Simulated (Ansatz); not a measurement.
# Molecular dynamics of ClF₃H₄OSiZr

Input file:

```yaml
crystal:
  periodic: [false, false, false]
  atoms:
    - { symbol: Zr, position_ang: [-0.219938, 0.084545, -0.206534] }
    - { symbol: Cl, position_ang: [-0.508386, 0.76014, 2.548066] }
    - { symbol: F, position_ang: [1.362982, -0.872779, 0.267664] }
    - { symbol: F, position_ang: [0.043245, 1.942621, -0.559804] }
    - { symbol: F, position_ang: [-0.597298, -0.60291, -1.94634] }
    - { symbol: O, position_ang: [-2.004003, -0.501349, 0.604761] }
    - { symbol: Si, position_ang: [-3.523626, -1.187244, 0.25694] }
    - { symbol: H, position_ang: [-3.349583, -2.642777, -0.064409] }
    - { symbol: H, position_ang: [-4.382861, -1.022572, 1.476826] }
    - { symbol: H, position_ang: [-4.131289, -0.471493, -0.914131] }
    - { symbol: H, position_ang: [-1.544242, 0.08102, 1.876665] }
basis:
  gaussian: { orbitals: def2-SVP }
hamiltonian:
  xc: pbe
  dispersion: d4
md:
  timestep: 0.5
  n_steps: 200
  ensemble: nve
  temperature: 100.0
  initial_velocities: maxwell_boltzmann
  seed: 3485
```

Run as:

```bash
$ ansatz run input.yaml --threads 4 --pin off --max-ram 5120MiB --backend cpu --events-out ev --progress --plain --runs-dir out
```

It starts at the highest image of a converged band. Of that band: The top lies less than 8 meV above the higher end, about what the thresholds resolve: that end is a shoulder or a very shallow well. A vibrational analysis at the climbing image gives one clearly imaginary mode, 130i cm⁻¹: a first-order saddle point.

Output, in part (step lines, the closing report, with atoms numbered from 0):

```
md step     0: t =     0.00 fs  T =   100.0 K  F+E_penalty+E_count = -31920.69869327 eV  E_kin = 0.116334 eV  conserved = -31920.58235927 eV  (31 SCF iters)
[... lines left out ...]
Total energy: -31920.93034588 eV, -1173.0725534274 hartree
Atom 0 at    -0.138892     0.151374    -0.134897 Å, force     0.070381     0.057685     0.393283 eV/Å
Atom 1 at    -0.575390     0.700785     2.346372 Å, force     0.112521     0.025661    -0.130809 eV/Å
Atom 2 at     1.438058    -0.866906     0.191879 Å, force    -0.032509     0.113753    -0.063378 eV/Å
Atom 3 at     0.193486     1.947525    -0.681169 Å, force     0.040726    -0.094680     0.027961 eV/Å
Atom 4 at    -0.639053    -0.589271    -1.828642 Å, force    -0.174775    -0.045176     0.010184 eV/Å
Atom 5 at    -2.120212    -0.640063     0.519973 Å, force    -0.068339     0.416903     1.631262 eV/Å
Atom 6 at    -3.724434    -1.248445     0.373561 Å, force    -0.274176    -0.194833    -0.172967 eV/Å
Atom 7 at    -3.640981    -2.449439    -0.497435 Å, force    -0.051462    -0.119820    -0.145061 eV/Å
Atom 8 at    -4.186289    -1.638738     1.760086 Å, force     0.126754     0.148348    -0.175157 eV/Å
Atom 9 at    -4.609455    -0.188216    -0.218652 Å, force     0.052489    -0.046094     0.053118 eV/Å
Atom 10 at    -1.969577    -0.293230     1.535205 Å, force     0.198389    -0.261747    -1.428435 eV/Å
Dipole moment:    -0.876055    -0.351693     0.052942 e Å
```

The steps, from the saved trajectory:

| time (fs) | T (K) | potential energy less start (eV) | conserved less start (meV/atom) |
| --- | --- | --- | --- |
| 0 | 100 | 0.000 | 0.00 |
| 3 | 79 | 0.025 | 0.01 |
| 6 | 64 | 0.042 | 0.01 |
| 9 | 59 | 0.047 | 0.01 |
| 12 | 45 | 0.064 | 0.02 |
| 15 | 60 | 0.046 | 0.01 |
| 18 | 75 | 0.029 | 0.01 |
| 21 | 79 | 0.025 | 0.01 |
| 24 | 73 | 0.031 | 0.01 |
| 27 | 59 | 0.048 | 0.02 |
| 30 | 57 | 0.050 | 0.01 |
| 33 | 50 | 0.058 | 0.01 |
| 36 | 55 | 0.053 | 0.01 |
| 39 | 62 | 0.044 | 0.01 |
| 42 | 59 | 0.048 | 0.02 |
| 45 | 68 | 0.038 | 0.01 |
| 48 | 69 | 0.036 | 0.01 |
| 51 | 74 | 0.030 | 0.01 |
| 54 | 82 | 0.021 | 0.01 |
| 57 | 77 | 0.026 | 0.01 |
| 60 | 77 | 0.027 | 0.00 |
| 63 | 81 | 0.023 | 0.02 |
| 66 | 116 | -0.018 | -0.01 |
| 69 | 100 | 0.000 | 0.01 |
| 72 | 108 | -0.009 | 0.02 |
| 75 | 162 | -0.073 | -0.02 |
| 78 | 151 | -0.059 | 0.02 |
| 81 | 187 | -0.101 | 0.00 |
| 84 | 196 | -0.112 | 0.00 |
| 87 | 191 | -0.105 | 0.02 |
| 90 | 247 | -0.171 | -0.01 |
| 93 | 249 | -0.173 | 0.01 |
| 96 | 296 | -0.228 | -0.03 |
| 99 | 301 | -0.234 | 0.01 |

The run went to its last step. The conserved energy stayed within 0.046 meV per atom of its start (net change 0.025 meV per atom), so the integration is sound. The kinetic energy rose, since the run started high on the potential surface and went downhill. A run of 0.1 ps of so small a system gives no equilibrium averages. The orbitals stay closed-shell, which can raise the energy where a bond breaks towards radicals; this wasn't checked here.

Between its relaxed ends the band would form Cl2–H11 and break O6–H11. These pairs go: Cl2–H11 1.41 → 1.89 Å, O6–H11 1.47 → 1.08 Å. In the last frame they stand as before the step (other bonds may differ from the relaxed reactants and products). These pairs come and go: their bonding changes 4 times, last at 88 of 100 fs, so the outcome isn't settled. Also parted: Zr1–Si7 3.57 → 3.88 Å. It ends as one piece, ClF3H4OSiZr. Pairs count as bonded within 1.25 times the sum of covalent radii (0.12 Å more for H–H).

Last frame:

```xyz
11
Properties=species:S:1:pos:R:3
Zr -0.139 0.151 -0.135
Cl -0.575 0.701 2.346
F 1.438 -0.867 0.192
F 0.194 1.948 -0.681
F -0.639 -0.589 -1.829
O -2.120 -0.640 0.520
Si -3.724 -1.248 0.374
H -3.641 -2.449 -0.497
H -4.186 -1.639 1.760
H -4.609 -0.188 -0.219
H -1.970 -0.293 1.535
```

The run took 5.6 min on 4 threads of Intel(R) Xeon(R) Platinum 8488C (Sapphire Rapids), with other jobs on the host, peak memory 0.24 GiB.
